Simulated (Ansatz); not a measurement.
Consider the substitution at a C–N bond: `C[N](C)[AlH][Cl]` + `FC(F)(F)[SeH]` → `C[Se]C(F)(F)F` + `C[NH][AlH][Cl]`.

Program: Ansatz. Geometries: PBE0-D4/def2-TZVP. ΔE: electronic, gas phase. CCSD(T)/CBS is the MP2 limit (def2-TZVPP, def2-QZVPP) plus CCSD(T) − MP2 in def2-TZVPP, frozen cores. Functionals use def2-TZVPP. For Se outer-core shells are correlated without core-valence functions, which leaves a few kJ/mol of doubt a bond. Scalar relativity is left out up to krypton. One conformer a species, not always the lowest.

| level | ΔE (kJ/mol) |
| --- | --- |
| ωB97X-V | -34.5 |
| r2SCAN | -35.5 |
| HF/def2-QZVPP | -36.7 |
| MP2/CBS(def2) | -40.0 |

What does CCSD(T)/CBS give? (Estimate.)

The calculation gave: -37.2 kJ/mol. The listed levels differ from it by 2.7, 1.7, 0.5, -2.8 kJ/mol.

Largest T1 diagnostic among the species: 0.011.

At CCSD(T), def2-SVP lies +22.7 kJ/mol from the extrapolated value and def2-TZVPP +2.5 kJ/mol. Leaving LDA and LC-ωPBE aside and taking each functional with its dispersion term where it has one, the values, not all of them listed here, spread over 4.2 kJ/mol, from B2PLYP to CAM-B3LYP-D4. LDA lies +11.4 kJ/mol from PBE without D4.
